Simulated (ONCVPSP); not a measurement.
Configuration tests for manganese (ONCV)

```
Element                 : Mn
Generator               : ONCVPSP 4.0.1
Type                    : optimised norm-conserving Vanderbilt (ONCV)
Functional              : PBE
Relativity              : fully relativistic
Frozen core             : [Ar]
Valence charge          : 7
Reference configuration : 3d5 4s1 (charge +1)
Partial waves           : 4s: rc 2.10 bohr, ncon 5, nbas 10, qcut 2.7 1/bohr, 2 projectors, debl 3.2 Ha; p scattering state at 0.14 Ha: rc 1.95 bohr, ncon 3, nbas 8, qcut 3.6 1/bohr, 2 projectors, debl 1.2 Ha; 3d: rc 1.80 bohr, ncon 4, nbas 9, qcut 9.5 1/bohr, 2 projectors, debl 2.9 Ha; f scattering state at 0.05 Ha: rc 1.65 bohr, ncon 4, nbas 7, qcut 7.4 1/bohr, 2 projectors, debl 3.1 Ha
Local potential         : polynomial inside 1.35 bohr (lpopt 3, dvloc0 0 Ha)
Core correction         : Teter function, fcfact 7.7, rcfact 1.45
```

Open shells are filled in proportion to 2j + 1.

Energies are relative to the spin-unpolarised reference configuration 3d5 4s1; without spin polarisation the order of configurations can differ from experiment.

| valence configuration | charge | ΔE all-electron (eV) | error AE − PS (meV) |
| --- | --- | --- | --- |
| 3d5 4s2 | 0 | -8.416 | -40 |
| 3d4 4s0 | +3 | 48.117 | -381 |

(1) What are ΔE and the potential's error for 3d5 4s0?

(2) What are ΔE and the potential's error for 3d4 4s2 4p1?

Note: no bound ghost flagged; GHOST(+) flagged for s at 58.7 eV, p1/2 at 65.1 eV, p3/2 at 68.4 eV.

## Answers

(1) ΔE = 15.599 eV all-electron; the error (AE − PS) is -113 meV.

(2) ΔE = -0.616 eV all-electron; the error (AE − PS) is -270 meV.
